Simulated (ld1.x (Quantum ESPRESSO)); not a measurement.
## Reading a pseudo-wave (F)

Columns: radius, all-electron u(r) and pseudo u(r) of the 2s shell (level -29.77 eV) of fluorine in the configuration [He] 2s1.75 2p5.25; LDA (PZ), scalar-relativistic, TM scheme, ld1.x (Quantum ESPRESSO) 7.5.

| r (bohr) | all-electron | pseudo |
| --- | --- | --- |
| 0.082 | 0.4500 | -0.0964 |
| 0.165 | 0.3056 | -0.2021 |
| 0.248 | -0.0147 | -0.3247 |
| 0.330 | -0.3354 | -0.4688 |
| 0.413 | -0.6027 | -0.6356 |
| 0.495 | -0.7955 | -0.7980 |
| 0.578 | -0.9228 | -0.9228 |
| 0.660 | -0.9927 | -0.9927 |
| 0.742 | -1.0195 | -1.0195 |
| 0.825 | -1.0142 | -1.0142 |
| 0.908 | -0.9860 | -0.9860 |
| 0.990 | -0.9430 | -0.9430 |
| 1.072 | -0.8905 | -0.8905 |
| 1.155 | -0.8322 | -0.8322 |
| 1.238 | -0.7716 | -0.7716 |
| 1.320 | -0.7116 | -0.7116 |
| 1.402 | -0.6531 | -0.6531 |
| 1.485 | -0.5962 | -0.5962 |
| 1.568 | -0.5424 | -0.5424 |
| 1.650 | -0.4926 | -0.4926 |
| 1.733 | -0.4457 | -0.4457 |
| 1.815 | -0.4029 | -0.4029 |
| 1.898 | -0.3631 | -0.3631 |
| 1.980 | -0.3271 | -0.3271 |
| 2.062 | -0.2943 | -0.2943 |
| 2.145 | -0.2640 | -0.2640 |

Q: How many radial nodes do the two functions have?

A: The all-electron 2s function has n − l − 1 = 1; the pseudo-wave has 0, since the states of the same l below it are removed with the core.

Q: At about which radius was the pseudo-wave matched?

A: 0.60 bohr, where the columns begin to agree (steps of 0.08 bohr).

Q: Is the pseudo-wave norm-conserving?

A: Yes: the TM scheme keeps the norm inside the radius equal to the all-electron one, which fixes the energy derivative of the logarithmic derivative at the level.
